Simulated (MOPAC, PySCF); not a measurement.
F3Ga, SMILES `[F][Ga]([F])[F]`, neutral singlet in the gas phase. 

Z-matrix (Å, degrees):
```
Ga
F 1 1.7241
F 1 1.7241 2 120.00
F 1 1.7241 2 120.00 3 179.99
```
Charge 0, multiplicity 1.

All levels are single points at this geometry (PBE0-D4/def2-TZVP); Pople sets use spherical d functions. Orbital energies aren't observables, and empty levels follow the basis.

```csv
level,HOMO (eV),LUMO (eV),gap (eV),dipole (D),"vertical IE, Delta-SCF (eV)"
PBE0-D4/def2-TZVP in PySCF,-11.77,-2.34,9.42,0.00,14.36
B3LYP/3-21G in PySCF,-10.03,-2.15,7.87,0.00,–
B3LYP/6-31G* in PySCF,-10.96,-2.64,8.32,0.00,14.09
B3LYP/LANL2DZ in PySCF,-11.38,-2.87,8.51,0.00,–
M06-2X/6-31G* in PySCF,-13.46,-1.49,11.98,0.00,–
HF/6-31G* in PySCF,-16.91,1.05,17.96,0.00,–
AM1 in MOPAC,-13.65,-3.20,10.45,0.00,–
PM3 in MOPAC,-15.36,-3.53,11.83,0.00,–
PM6 in MOPAC,-14.52,-2.19,12.32,0.00,–
```
